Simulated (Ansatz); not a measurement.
C$_{2}$H$_{5}$F$_{3}$OTi (`CC[O][Ti]([F])([F])[F]`) at its PBE0-D4/def2-TZVP geometry, where that method's forces vanish. The species carries charge 0 and has multiplicity 1.

```xyz
12

C    -1.6767   -0.5755    0.1566
C    -0.5084   -0.7091   -0.7903
O     0.5985    0.0264   -0.3365
Ti    1.8150    1.0011    0.4231
F     3.1953   -0.0046    0.8392
F     1.1508    1.7169    1.8841
F     2.3159    2.2760   -0.6786
H    -1.9859    0.4674    0.2471
H    -2.5236   -1.1549   -0.2180
H    -1.4166   -0.9479    1.1491
H    -0.7668   -0.3415   -1.7886
H    -0.1976   -1.7543   -0.8870
```

Problem. What forces (eV/Å) does ωB97M-V/def2-TZVPP give on these atoms in Ansatz 0.2.0? (An estimate is asked.)

Solution. The calculation gave: 
```
C1  -0.147  0.012  0.112
C2  -0.154 -0.254 -0.301
O3   0.167  0.115  0.074
Ti4 -0.050 -0.040 -0.031
F5   0.125 -0.078  0.040
F6  -0.048  0.067  0.129
F7   0.051  0.114 -0.087
H8   0.027 -0.072 -0.008
H9   0.064  0.047  0.034
H10 -0.013  0.027 -0.072
H11  0.018 -0.041  0.101
H12 -0.040  0.103  0.009
```
